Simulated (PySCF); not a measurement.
Distances in Å between the heavy atoms of a computed structure (PBE/def2-SV(P); lower triangle, same order across):
```
C1    0.00
C2    1.35  0.00
C3    2.51  1.46  0.00
C4    3.76  2.50  1.38  0.00
Si5   4.63  3.29  2.91  1.89  0.00
C6    4.96  3.84  2.46  1.52  2.95  0.00
P7    4.78  4.07  2.67  2.68  4.49  1.86  0.00
S8    6.31  5.79  4.44  4.46  6.22  3.35  1.97  0.00
C9    5.32  4.70  3.54  3.57  5.12  3.01  1.87  3.11  0.00
O10   5.72  5.40  4.39  4.73  6.38  4.22  2.66  3.26  1.40  0.00
C11   3.02  2.58  1.52  2.46  4.28  2.71  1.85  3.30  2.94  3.42  0.00
```

Hydrogens: 2 on C1, 1 on C2, 3 on Si5, 2 on C6, 2 on C9, 1 on O10, 2 on C11.

Neutral, closed shell.

**Question.** Read off the bonds between heavy atoms and their formal orders.

**Answer.** C1–C2 (double); C2–C3 (single); C3–C4 (double); C4–Si5 (single); C4–C6 (single); C6–P7 (single); P7–S8 (double); P7–C9 (single); C9–O10 (single); P7–C11 (single); C3–C11 (single). The orders are those of one drawing; other resonance forms can be drawn.

**Question.** Give the structure as a SMILES string.

**Answer.** `C=CC1=C([SiH3])CP(=S)(CO)C1`, C7H13OPSSi. The mark at the stereocentre is left out: distances alone don't tell a structure from its mirror image. Among its features: C=C double bond, alcohol, Si–H bond and C–Si bond.

**Question.** Which rings does it hold (smallest set)?

**Answer.** C3–C4–C6–P7–C11 (5 members, 0.12 Å rms from planarity).

**Question.** Classify the heavy atoms.

**Answer.** C1: terminal =CH2 carbon; C2: alkene CH carbon; C3: fully substituted alkene carbon; C4: fully substituted alkene carbon; Si5: SiH3 silicon; C6: sp3 carbon bound to phosphorus; P7: phosphorus bonded to 3 C and S; S8: sulfur bonded to P; C9: carbinol carbon (C–OH); O10: alcohol oxygen; C11: sp3 carbon bound to phosphorus.
